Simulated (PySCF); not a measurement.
## Electron correlation in Br⁺ (bromine, charge +1)

[Ar] 3d10 4s1 4p5, high-spin 3P determinant (an excited configuration). Calculation: PySCF 2.14, in x2c-TZVPPall; the spin-free X2C one-electron Hamiltonian (Gaussian nucleus). Frozen: [Ne]; 24 electrons correlated.

```json
{"level": "CCSD", "correlation energy (mhartree)": "-359.06"}
{"level": "(T)", "correlation energy (mhartree)": "-23.33"}
{"level": "CCSD(T)", "correlation energy (mhartree)": "-382.39"}
```

Diagnostics: T1 = 0.0088, D1 = 0.0347, largest double amplitude 0.199.

A double-excitation amplitude exceeds 0.15, a sign of near-degeneracy.

Cost of the coupled-cluster step: of the order of 5 core-seconds, for 24 correlated electrons.

This basis was not built for core-valence correlation, so the inner-shell part is incomplete.
